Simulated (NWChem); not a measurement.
System meant: InPH₄; SMILES [PH2][InH2]

The following NWChem deck was run.

```
start job
memory heap 200 mb stack 900 mb global 1100 mb
geometry units angstroms noautoz
  In    -0.025114     0.700369    -0.012635
  H      1.503293     1.513555    -0.092953
  H     -1.525050     1.556622     0.129252
  P     -0.052868    -1.810282     0.071122
  H      0.921719    -1.958000    -0.963246
  H     -1.171797    -1.931627    -0.808877
end
basis spherical
  * library def2-svp
end
dft
  xc b3lyp
  iterations 150
  mulliken
end
task dft energy
```

End of the output:

```
             Grid Information
             ----------------
          Grid used for XC integration:  medium
          Radial quadrature: Mura-Knowles
          Angular quadrature: Lebedev.
          Tag              B.-S. Rad. Rad. Pts. Rad. Cut. Ang. Pts.
          ---              ---------- --------- --------- ---------
          In                  1.55      123          10.0       590
          H                   0.35       45          11.0       434
          P                   1.00       88          10.0       590
          Grid pruning is: on
          Number of quadrature shells:   301
          Spatial weights used:  Erf1

          Convergence Information
          -----------------------
          Convergence aids based upon iterative change in
          total energy or number of iterations.
          Levelshifting, if invoked, occurs when the
          HOMO/LUMO gap drops below (HL_TOL):  1.00D-02
          DIIS, if invoked, will attempt to extrapolate
          using up to (NFOCK): 10 stored Fock matrices.

                    Damping( 0%)  Levelshifting(0.5)       DIIS
                  --------------- ------------------- ---------------
          dE  on:    start            ASAP                start
          dE off:    2 iters        150 iters           150 iters

      Screening Tolerance Information
      -------------------------------
          Density screening/tol_rho:  1.00D-10
          AO Gaussian exp screening on grid/accAOfunc:  14
          CD Gaussian exp screening on grid/accCDfunc:  20
          XC Gaussian exp screening on grid/accXCfunc:  20
          Schwarz screening/accCoul:  1.00D-08

      Superposition of Atomic Density Guess
      -------------------------------------

      charge =      49.0 In (Indium)

      symmetry species            s     p     d     f
      number of basis functions =10     7     6
      number of cont. functions = 4     4     2
      number of closed shells   = 5     3     2
      number of open shells     = 0     1     0
      open shell occupation     = 0     1     0
 ------------------------------------------------------------------------
 atomscf:atomd: error in atom scf                   0
 ------------------------------------------------------------------------
 ------------------------------------------------------------------------
  current input line :
    19: task dft energy
 ------------------------------------------------------------------------
 ------------------------------------------------------------------------
 This error has not yet been assigned to a category
 ------------------------------------------------------------------------
 For more information see the NWChem manual at https://nwchemgit.github.io

0:atomscf:atomd: error in atom scf:Received an Error in Communication
```

Question: Can this run be used? If not, why, and what is the fix?

Answer: The run crashed. Cause: the def2 basis of a heavy element holds valence functions alone and wants its effective core potential (without it all electrons must fit into that basis). This input runs:
```
start job
memory heap 200 mb stack 900 mb global 1100 mb
geometry units angstroms noautoz
  In    -0.025114     0.700369    -0.012635
  H      1.503293     1.513555    -0.092953
  H     -1.525050     1.556622     0.129252
  P     -0.052868    -1.810282     0.071122
  H      0.921719    -1.958000    -0.963246
  H     -1.171797    -1.931627    -0.808877
end
basis spherical
  * library def2-svp
end
ecp
  In library def2-ecp
end
dft
  xc b3lyp
  iterations 150
  mulliken
end
task dft energy
```
It converges to -533.84334 Ha (B3LYP/def2-SVP with def2 effective core potentials on In).
